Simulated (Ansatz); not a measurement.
Molecule: MnCl$_{2}$, net charge 0, sextet state. The spin state was set by rule; other spins were not relaxed. SMILES: [Mn]([Cl])[Cl]
Geometry from a B3LYP-D3(BJ)/def2-TZVP (Ansatz, a program for electronic structure) optimisation:
```
Mn
Cl 1 2.1895
Cl 1 2.1895 2 180.00
```
Charge 0, spin multiplicity 6.

Quantity: vertical electron affinity (to the quintet state of charge -1; a negative value means that the extra electron is unbound and the number depends on the basis; each state is the SCF solution reached for its spin; the UHF <S^2> is 6.78 for the quintet (pure: 6.00); for the quintet T1 is 0.051), in eV. Correlated levels leave the core frozen unless marked. UHF or UKS for open shells. Spin-orbit coupling is left out. The frozen core is the preceding noble-gas configuration, with the filled d and f shells of earlier blocks. Non-relativistic. Anions need diffuse functions: def2-D sets add few. 

```csv
level,program,vertical electron affinity (eV)
PBE/def2-TZVPD,Ansatz,1.62
r2SCAN/def2-TZVPD,Ansatz,1.33
B3LYP/def2-TZVPD,Ansatz,1.63
wB97M-V/def2-TZVPD,Ansatz,1.60
CCSD/def2-SVPD,Ansatz,0.94
CCSD/def2-TZVPPD,Ansatz,1.02
```
